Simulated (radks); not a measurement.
Results of a calculation; reference values are marked as such.
Question: The mean radii <r> (bohr) of the occupied orbitals of an atom or ion are listed with their occupations. Code: a radial shooting solver on a logarithmic mesh with Libxc functionals. Model: non-relativistic Kohn-Sham, PBEsol, spin-polarised, spherical densities, point nucleus.

| orbital | occ. | <r> |
|---|---|---|
| 1s up | 1 | 0.02489 |
| 1s down | 1 | 0.02489 |
| 2s up | 1 | 0.1061 |
| 2s down | 1 | 0.1061 |
| 2p up | 3 | 0.09009 |
| 2p down | 3 | 0.09009 |
| 3s up | 1 | 0.2731 |
| 3s down | 1 | 0.2730 |
| 3p up | 3 | 0.2624 |
| 3p down | 3 | 0.2624 |
| 3d up | 5 | 0.2330 |
| 3d down | 5 | 0.2330 |
| 4s up | 1 | 0.5630 |
| 4s down | 1 | 0.5632 |
| 4p up | 3 | 0.5652 |
| 4p down | 2 | 0.5654 |

Name the element and its charge. Open shells, if any, are filled with parallel spins first.

Answer: Z = 61, promethium, charge +26: Pm26+ in [Ar] 3d10 4s2 4p5. The 1s radius gives Z: for a bare nucleus <r> = 1.5/Z, 0.02459 bohr for Z = 61, and screening makes it slightly larger (0.02489 here). The occupations add up to 35, and the charge is Z minus that.
